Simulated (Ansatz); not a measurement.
Basis sets compared for Rb4H4 (the lowest singlet isomer of a short search). Charge 0, multiplicity 1. Geometry PBE0-D4/def2-SVP. Ansatz on 4 threads of Arm Neoverse V1 on a shared host; times are rough, and most runs start from earlier orbitals.

Cartesian coordinates in Å:
```
Rb -1.860 0.624 -0.716
Rb 1.860 -0.613 0.725
Rb 3.200 1.793 -2.192
Rb -3.201 -1.805 2.182
H -4.187 -0.252 0.369
H 0.759 1.156 -1.351
H 4.188 0.242 -0.377
H -0.759 -1.146 1.361
```

In the def2 sets Rb takes a core potential; there is no spin–orbit coupling. The structure comes from a short search, and lower isomers may exist.

Binding counts from free atoms (Rb doublet, H doublet) in the same basis, without a counterpoise term.

```tsv
level	functions	energy (Eh)	HOMO (eV)	LUMO (eV)	binding per atom (eV)	wall time
PBE-D4/def2-SVP	116	-98.7085	-3.09	-0.99	1.31	1.9 s
PBE-D4/def2-TZVP	156	-98.7160	-3.11	-1.00	1.32	3.2 s
r2SCAN-D4/def2-TZVP	156	-98.7806	-3.17	-0.39	1.35	5.5 s
PBE0-D4/def2-SVP	116	-98.7120	-4.01	-0.54	1.31	1.9 s
PBE0-D4/def2-TZVP	156	-98.7189	-4.05	-0.54	1.32	3.3 s
```

(1) Estimate the rows for PBE-D4/def2-TZVPD, r2SCAN-D4/def2-TZVPD, PBE0-D4/def2-TZVPD.

## Answers

(1) 
```json
{"level": "PBE-D4/def2-TZVPD", "functions": "168", "energy (Eh)": "-98.7170", "HOMO (eV)": "-3.10", "LUMO (eV)": "-0.99", "binding per atom (eV)": "1.33", "wall time": "3.5 s"}
{"level": "r2SCAN-D4/def2-TZVPD", "functions": "168", "energy (Eh)": "-98.7817", "HOMO (eV)": "-3.16", "LUMO (eV)": "-0.38", "binding per atom (eV)": "1.35", "wall time": "7 s"}
{"level": "PBE0-D4/def2-TZVPD", "functions": "168", "energy (Eh)": "-98.7202", "HOMO (eV)": "-4.04", "LUMO (eV)": "-0.53", "binding per atom (eV)": "1.32", "wall time": "3.5 s"}
```
